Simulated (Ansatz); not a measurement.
Mulliken charges of `[OH][GeH2][S]S` from B3LYP/def2-TZVPP in Ansatz (PBE0-D4/def2-TZVP geometry).

```tsv
atom	x (Å)	y (Å)	z (Å)	charge (e)
O1	-1.184	1.107	-0.049	-0.415
Ge2	0.567	0.908	0.155	0.462
S3	0.999	-1.103	1.028	-0.213
S4	0.100	-2.215	-0.457	-0.136
H5	-1.514	0.566	-0.771	0.172
H6	0.999	1.973	1.168	0.010
H7	1.256	0.996	-1.216	-0.006
H8	-1.130	-2.289	0.087	0.125
```

By hand: the dipole of these point charges (1 e Å = 4.8032 D).

Σ q r = (0.128, 0.321, -0.168) e Å, of length 0.384 e Å = 1.84 D.

How does the dipole of the full density compare? (Estimate.)

The calculation gave: (-0.040, 0.024, -0.193) e Å, 0.95 D; the point charges give 1.94 times that, at 63° from its direction.

Point charges leave out the atoms' own dipoles, such as those of lone pairs, and Mulliken's split depends on the basis, so the two needn't agree.

B3LYP here is the variant with VWN-RPA as its local correlation; programs differ in this.
